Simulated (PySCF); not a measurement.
A TDDFT job was run through a driver script with this input:

```
{"job": {"kind": "uv", "xc": "PBE0", "basis": "def2-SVPD", "nstates": 8, "ntriplets": 3}, "charge": 0, "multiplicity": 1}
C     -1.725558    -0.172492    -0.043138
C     -0.568739     0.720419     0.399634
N      0.658248    -0.010276     0.635234
Si     1.806266    -0.383807    -0.577228
F      2.066247     1.007656    -1.341292
H     -1.472743    -0.678270    -0.971984
H     -2.621592     0.422400    -0.199638
H     -1.936819    -0.925169     0.714482
H     -0.364767     1.466580    -0.369641
H     -0.843863     1.246332     1.321023
H      0.562571    -0.656570     1.403871
H      3.030181    -0.763096     0.104621
H      1.406180    -1.273221    -1.665511
```

Its output, with some lines taken out ([cut]) and without the SCF cycles:

```
converged SCF energy = -524.5579101132

[cut]

Singlet excitations
state   eV       nm        f      main configurations
[cut]
[cut]
  3   7.3190    169.4   0.02065   H->L+2 0.72, H->L+3 0.15, H->L+4 0.10
[cut]
  5   7.6017    163.1   0.03031   H->L+3 0.75, H->L+4 0.12
  6   7.8982    157.0   0.00742   H->L+5 0.90
[cut]
  8   8.4720    146.3   0.01634   H->L+6 0.50, H-1->L 0.38

[cut]
```

Method used: PySCF 2.14.0, density-fitted response routines, TDDFT PBE0/def2-SVPD, vertical, gas phase, core orbitals frozen in the response. Geometry: GFN2-xTB, one conformer, isolated molecule.

Question: What stood in the cut lines?

Answer: 
```
Static polarisability (au): isotropic 58.668, principal 52.658 55.539 67.807
  1   6.0845    203.8   0.02793   H->L 0.98
  2   6.2892    197.1   0.01495   H->L+1 0.96
  4   7.4897    165.5   0.00389   H->L+4 0.70, H->L+2 0.20
  7   8.3973    147.6   0.01332   H->L+6 0.47, H-1->L 0.41
Triplet excitations (Tamm-Dancoff, eV): 5.7456 6.0277 7.1171
```

Question: How many basis functions and electrons does this run hold?

Answer: 171 basis functions for 50 electrons in 25 doubly occupied orbitals.

Question: What is the total energy of state 6 at this geometry?

Answer: -524.55791 + 0.29025 = -524.26766 hartree.

Question: How much of the mean polarisability do the listed states account for?

Answer: The sum over states Σ f/ΔE² (ΔE in hartree) gives 1.96 au, 3% of the total; the rest comes from higher roots of the same response equations.

Question: Which species is it?

Answer: `CCN[SiH2]F` (C2H8FNSi), point group C1.

H and L stand for HOMO and LUMO.

Conformer computed: `[CH3:1][CH2:2][NH:3][SiH2:4][F:5]`: C1–C2–N3–Si4 86°, C2–N3–Si4–F5 49°.
